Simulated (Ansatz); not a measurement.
Consider the redistribution: `N[SiH2]C(Cl)Cl` + `C[O][AlH][NH2]` → `[SiH3]C(Cl)Cl` + `C[O][Al]([NH2])[NH2]`.

Isolated molecules relaxed with PBE0-D4/def2-TZVP in Ansatz; ΔE leaves out vibrations. CBS: MP2 limit from def2 TZ/QZ plus the TZ coupled-cluster correction, frozen cores. This one scheme is used for every species. DFT in def2-TZVPP. Each species was taken in one conformer, which may not be the lowest.

```json
{"level": "r2SCAN", "ΔE (eV)": "-0.23"}
{"level": "CCSD/CBS(def2)", "ΔE (eV)": "-0.25"}
```

What does CCSD(T)/CBS give? (An estimate is asked.)

Ansatz gave: -0.24 eV. The listed levels differ from it by 0.01, -0.01 eV.

Largest T1 diagnostic among the species: 0.011.
